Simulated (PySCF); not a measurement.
# Dipole response of S⁻ (sulfur, charge -1)

[Ne] 3s2 3p5, 2P determinant. Calculation: PySCF 2.14, in aug-cc-pCVQZ-DK; the spin-free X2C one-electron Hamiltonian (Gaussian nucleus). Coupled (time-dependent) response in atomic units; α is the mean over directions.

```csv
method,mean α (bohr³),"α xx, yy, zz",C₆ (like pair),S(−4)
UHF,44.13,"35.24, 48.58, 48.58",443.1,678.6
M06-2X,49.20,"40.50, 53.55, 53.55",502.5,932.8
```

S(−4) is the Cauchy moment in α(ω) = α(0) + S(−4) ω² + …

α(iu) at M06-2X:

| u (hartree) | α(iu) (bohr³) |
| --- | --- |
| 0 | 49.20 |
| 0.0500 | 47.04 |
| 0.100 | 42.02 |
| 0.200 | 31.06 |
| 0.300 | 22.69 |
| 0.500 | 12.96 |
| 0.750 | 7.400 |
| 1.00 | 4.737 |
| 1.50 | 2.411 |
| 2.00 | 1.468 |
| 3.00 | 0.7274 |
| 5.00 | 0.3071 |

A single London oscillator, α(iu) = α/(1 + u²/ω²), gives C₆ = (3/4) ω α². Matching the computed C₆ needs ω = 4 × 502.5 / (3 × 49.20²) = 0.277 hartree.

For an ion, C₆ is the dispersion term alone; charge-induced terms of lower order in 1/R come first.

The components differ because the open shell of this determinant is not spherical; for a pure term their mean is the scalar polarisability.
